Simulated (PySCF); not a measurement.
# Dipole moment and polarisability of Cd(OH)2

Compound: Cd(OH)2 (singlet state).
Geometry (PBE0-D3(BJ)/def2-SVP, Å), atoms numbered from 1 in this order:
```xyz
5
CdH2O2 angstrom
Cd     0.0036   -0.0042    0.0018
O     -0.0067    0.0436    1.9611
H     -0.4007    0.8585    2.2922
O     -0.0010   -0.0464   -1.9574
H      0.4047   -0.8515   -2.2978
```

Level: CAM-B3LYP/def2-SVPD (PySCF), static field, nuclei fixed, core orbitals frozen in the response. The polarisability tensor in these axes (au):

```
x   30.53 -0.13 -0.19
y   -0.13 30.75  0.81
z   -0.19  0.81 51.29
```

Problem. Give the principal values, the mean and the anisotropy Δα = √{½[(α1 − α2)² + (α2 − α3)² + (α1 − α3)²]}.

Solution. Principal values 30.47, 30.78 and 51.32 au; mean 37.52 au = 5.56 Å³ = 6.19 × 10⁻⁴⁰ C²·m²/J; Δα = 20.70 au (55 % of the mean).

Problem. What is the dipole moment?

Solution. 0.05 D at this geometry.

Problem. Find the Langevin capture rate constant for O2+ (31.990 u) meeting this molecule (147.909 u), k = 2.342 × 10⁻⁹ cm³/s × √(α in Å³ / reduced mass in u).

Solution. The reduced mass is 26.30 u, so k = 1.08 × 10⁻⁹ cm³/s.

Problem. What would n − 1 = 2πNα be for an ideal gas of these molecules at 298.15 K and 1 atm, electronic part alone?

Solution. N = p/kT = 2.4615 × 10¹⁹ cm⁻³, so n − 1 = 2π × N × 5.56 × 10⁻²⁴ cm³ = 860 × 10⁻⁶ at long wavelengths, for an ideal gas.

Problem. Rayleigh depolarisation ratio (linearly polarised light, static tensor)?

Solution. ρ = 3Δα²/(45ᾱ² + 4Δα²) = 1285.0/(63361 + 1713.3) = 0.0197.

Problem. What molar refraction does this α imply?

Solution. Lorentz–Lorenz: R = (4π/3)N_A α = 2.5225 cm³/(mol·Å³) × 5.56 Å³ = 14.0 cm³/mol, in the limit of long wavelengths.

Isolated species at its PBE0-D3(BJ)/def2-SVP geometry, gas phase. Atoms past krypton carry effective core potentials; spin–orbit coupling is left out.
